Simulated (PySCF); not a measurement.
2H-pyran-5-one (C₅H₆O₂), SMILES C1OCC(=O)C=C1. Coordinates come from a PBE-D3(BJ)/def2-SVP optimisation. One conformer was computed; it need not be the lowest.

Computed equilibrium geometry at PBE-D3(BJ)/def2-SVP (PySCF confirms it by a frequency run) as a Z-matrix (one conformer of several):
```
C
C 1 1.3547
H 2 1.1012 1 122.81
H 1 1.1041 2 121.08 3 2.33
C 2 1.4793 3 117.00 1 175.42
O 5 1.2252 2 123.44 3 -0.39
C 1 1.5009 4 117.48 2 -179.23
O 7 1.4089 1 113.58 4 -162.39
H 7 1.1109 8 106.74 1 -121.62
C 8 1.4158 7 113.38 9 -171.31
H 10 1.1070 8 107.74 7 176.47
H 10 1.1230 11 107.38 8 -120.56
H 7 1.1260 9 105.96 8 119.04
```
Charge 0, spin multiplicity 1.
